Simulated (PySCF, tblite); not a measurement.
Isomers of C4H13N3OSi, one GFN2-xTB conformer each. Single-point energies are computed at PBE0/pcSseg-1 (PySCF, gas phase, no added dispersion term), electronic only.

Problem. Rank them by PBE0/pcSseg-1 energy, lowest first (kJ/mol).
A. `[CH2:1]=[N:2][CH2:3][CH2:4][NH:5][Si@@:6]([CH3:7])([NH2:8])[OH:9]` with C1–N2–C3–C4 125°, N2–C3–C4–N5 86°, C3–C4–N5–Si6 -67°, C4–N5–Si6–C7 109°, N5–Si6–N8–H 56° and -170°
B. `[CH2:1]=[N:2][Si@:3]([OH:4])([NH:5][CH3:6])[N:7]([CH3:8])[CH3:9]` with C1–N2–Si3–O4 20°, N2–Si3–O4–H -170°, N2–Si3–N5–C6 64°, N2–Si3–N7–C8 -158°

Solution. A (0.0), B (34.9).

As drawn, the lower has an Si–C bond, which the higher lacks. GFN2-xTB itself gives, in the same order: 36.7, 0.0. GFN2-xTB puts C=N[Si@](O)(NC)N(C)C lowest instead.

Problem. Which frontier levels, dipoles and rotational constants go with these structures?

Solution. 
```json
{"SMILES": "C=NCCN[Si@@](C)(N)O", "HOMO (eV, PBE0/pcSseg-1)": "-6.39", "LUMO (eV)": "-0.69", "dipole (D)": "3.31", "A, B, C (MHz)": "2290, 844.2, 775.6"}
{"SMILES": "C=N[Si@](O)(NC)N(C)C", "HOMO (eV, PBE0/pcSseg-1)": "-6.14", "LUMO (eV)": "-0.41", "dipole (D)": "1.47", "A, B, C (MHz)": "1634, 1098, 929.2"}
```

Problem. What happens when harmonic zero-point energies from GFN2-xTB frequencies are added?

Solution. 
```csv
SMILES,ZPE (kJ/mol),electronic (kJ/mol),with ZPE (kJ/mol)
C=NCCN[Si@@](C)(N)O,469.2,0.0,0.0
C=N[Si@](O)(NC)N(C)C,467.1,34.9,32.9
```

The zero-point energies span 2.1 kJ/mol. The order is unchanged.

Problem. As an exercise, what shares would exp(−E/RT) give at 1000 K from these electronic energies alone (no entropy, no degeneracies)?

Solution. RT = 8.314 kJ/mol: C=NCCN[Si@@](C)(N)O 98.5 %, C=N[Si@](O)(NC)N(C)C 1.5 %.
